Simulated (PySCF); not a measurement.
C₂H₁₀AlNO, singlet (GFN2-xTB optimised geometry):

```
15

Al    -0.224     0.112     0.000
C     -1.194    -1.459    -0.792
H     -0.710    -2.418    -0.595
H     -1.246    -1.376    -1.881
H     -2.232    -1.559    -0.458
C      1.785     0.112     0.000
H      2.232     0.803     0.722
H      2.176     0.417    -0.975
H      2.223    -0.869     0.197
O     -0.998     1.578     0.000
H     -1.411     2.418    -0.123
N     -0.513    -0.368     2.050
H     -0.108     0.369     2.617
H     -0.086    -1.251     2.302
H     -1.509    -0.417     2.238
```

Computed with B3LYP/def2-TZVP (PySCF).

**Question.** What are the frontier orbital energies and the dipole moment?

**Answer.** HOMO-2 -8.15 eV, HOMO-1 -7.45 eV, HOMO -6.31 eV, LUMO -0.23 eV, LUMO+1 1.09 eV; dipole moment 4.40 D.

Meta-Löwdin charges at B3LYP/def2-TZVP: Al1 0.92, C2 -0.67, H3 0.10, H4 0.11, H5 0.10, C6 -0.67, H7 0.10, H8 0.11, H9 0.10, O10 -0.82, H11 0.35, N12 -0.50, H13 0.25, H14 0.25, H15 0.25.
